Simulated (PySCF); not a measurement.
A series of substituents X on one scaffold: ethynyl-X. Isolated molecules, 0 K electronic values unless said otherwise. One relaxed conformer stands for each flexible species; it need not be the lowest. Strings in code marks are SMILES.

The S1 excitation (TDA) from two functionals at the same geometries (B3LYP-D3(BJ)/def2-TZVP), both in PySCF: PBE-D3(BJ)/def2-TZVP and ωB97X-D3(BJ)/def2-TZVP. Excitations are Tamm–Dancoff values on a coarser integration grid. The basis has no diffuse functions, so Rydberg states are missing or too high.

```
species                          PBE-D3(BJ)/def2-TZVP (eV)
-------------------------------  -------------------------
X = amino (`C#CN`)                                    5.34
X = vinyl (`C#CC=C`)                                  4.96
X = borono (`C#CB(O)O`)                               5.65
X = isocyano (`[N+](#[C-])C#C`)                       5.22
```

What does ωB97X-D3(BJ)/def2-TZVP give for each?


- X = amino (`C#CN`): 5.81
- X = vinyl (`C#CC=C`): 5.68
- X = borono (`C#CB(O)O`): 5.83
- X = isocyano (`[N+](#[C-])C#C`): 5.54
Over these rows, drawn at random from the members with no instability flagged (it was tested for open shells, ions and some series alone), PBE minus ωB97X-D3(BJ): mean -0.42 eV, from -0.72 eV to -0.18 eV.
